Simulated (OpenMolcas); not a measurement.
Re⁵⁺: the spin-orbit constant, worked from levels

* Program: OpenMolcas 26.06
* Basis: ANO-R2 [8s6p5d3f1g]
* Scalar Hamiltonian: X2C, finite nucleus
* Active space: 2 electrons in 5 orbitals (5d)
* State averaging: 2S+1 = 3 even, 10 roots; 2S+1 = 1 even, 15 roots
* Spin-orbit coupling: state interaction with AMFI integrals over the reference wave functions, term energies averaged over their components

Methods: CASSCF; SS-CASPT2, IPEA 0.25 Eh, imaginary shift 0.1 Eh (closed shells correlated: 5s 5p).

**The spin-orbit constant.** For the Hund term ³F of d2, E(J) = (A/2) J(J+1) + constant and ζ = 2S·A = 2A. From J = 2 to J = 4 the energy changes by 7 A.

| Source | E(4) - E(2) | A | ζ |
| --- | --- | --- | --- |
| CASSCF | 14995.2 | 2142.2 | 4284 |
| SS-CASPT2 | 15071.8 | 2153.1 | 4306 |

All in cm-1. Both methods take the spin-orbit matrix elements from the reference wave functions, so the second can move ζ only through the term energies and any multistate remixing. Second-order mixing with other terms is absorbed into this ζ.

CASPT2 breaks the degeneracy within a term, and the mean is taken; among the terms shown or strongly mixed into the levels shown the widest spread is 340 cm-1 (5d² ³F, SS-CASPT2). Without dynamic correlation excited terms often stand tens of per cent too high (terms of higher spin than the ground term too low), and those without a measured partner can miss by more than the paired ones (holds for CASSCF). Levels of configurations outside the active space are missing.
